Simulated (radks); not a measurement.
Ba36+, 20 electrons, occupied as [Ar] 3d2. All-electron calculation, non-relativistic Kohn-Sham, LDA (Slater exchange, Perdew-Wang correlation), spin-unpolarised, spherical densities, point nucleus; relativity is left out, which matters for an element this heavy. Program: a radial shooting solver on a logarithmic mesh with Libxc functionals.

Normalised radial functions P(r) = r R(r), r in bohr:

| r | 3s | 3d |
|---|---|---|
| 0.001247 | 0.1545 | 0.0000 |
| 0.001731 | 0.2087 | 0.0000 |
| 0.002422 | 0.2806 | 0.0001 |
| 0.003362 | 0.3686 | 0.0003 |
| 0.004668 | 0.4732 | 0.0007 |
| 0.006479 | 0.5877 | 0.0017 |
| 0.008995 | 0.6940 | 0.0044 |
| 0.01259 | 0.7580 | 0.0112 |
| 0.01747 | 0.7185 | 0.0274 |
| 0.02426 | 0.5059 | 0.0648 |
| 0.03367 | 0.0662 | 0.1469 |
| 0.04674 | -0.5602 | 0.3135 |
| 0.06489 | -1.1376 | 0.6166 |
| 0.0908 | -1.2113 | 1.1017 |
| 0.126 | -0.3857 | 1.6755 |
| 0.175 | 1.0780 | 2.0966 |
| 0.2429 | 2.1090 | 2.0200 |
| 0.3372 | 1.8417 | 1.3675 |
| 0.4718 | 0.8011 | 0.5551 |
| 0.655 | 0.1591 | 0.1165 |
| 0.9093 | 0.0111 | 0.0096 |

3s: eigenvalue -2687.7 eV, 2 radial nodes at r = 0.0350, 0.138 bohr, <r> = 0.284 bohr, 90 % of the charge inside 0.412 bohr. 3d: eigenvalue -2388.3 eV, 0 radial nodes, <r> = 0.237 bohr, 90 % of the charge inside 0.362 bohr.
